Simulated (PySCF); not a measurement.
## Correlation energy of Sr²⁶⁺ (strontium, charge +26)

[Ne] 3s2, closed-shell 1S. All numbers are calculated (PySCF 2.14, no relativity, point nucleus, in an uncontracted even-tempered set (16 s from 3.4 bohr⁻², ratio 2.5; 10 p from 4.4 bohr⁻², ratio 2.5; 5 d from 17 bohr⁻², ratio 2.7; 4 f from 25 bohr⁻², ratio 2.7)). Frozen: 1s2; 10 electrons correlated; the 17 highest virtual orbitals of each spin left out.

```tsv
level	correlation energy (mhartree)
CCSD	-465.96
(T)	-1.93
CCSD(T)	-467.89
```

Diagnostics: T1 = 0.00052, D1 = 0.0016, largest double amplitude 0.089.

Q: Is a single reference adequate?

A: Mostly. T1 lies below 0.03, but a double amplitude of this size points to a near-degeneracy that CCSD handles and MP2 describes poorly.

At this charge a non-relativistic calculation is a model, useful for the Z dependence of the correlation energy.
